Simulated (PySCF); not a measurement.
**Cr⁺: ionisation energy**

Cr⁺ [Ar] 3d5 (6S) → Cr²⁺ [Ar] 3d4 (5D), as a difference of total energies. All numbers are calculated (PySCF 2.14, the spin-free X2C one-electron Hamiltonian (Gaussian nucleus), in aug-cc-pVTZ-DK). Correlated levels: valence: [Ar] frozen. The calculations carry no spin-orbit coupling.

| method | ionisation energy (eV) | difference from reference (eV) |
| --- | --- | --- |
| UHF | 15.007 | -1.479 |
| MP2 (valence) | 15.994 | -0.492 |
| SCS-MP2 (valence) | 15.336 | -1.150 |
| CCSD (valence) | 16.008 | -0.478 |
| CCSD(T) (valence) | 16.044 | -0.442 |

Reference: 16.486 eV (measured; NIST Atomic Spectra Database, ionization energies).

The reference lies between the lowest fine-structure levels, while these numbers refer to the centres of the terms.

Errors of the correlated levels include the incompleteness of this basis and the frozen core.
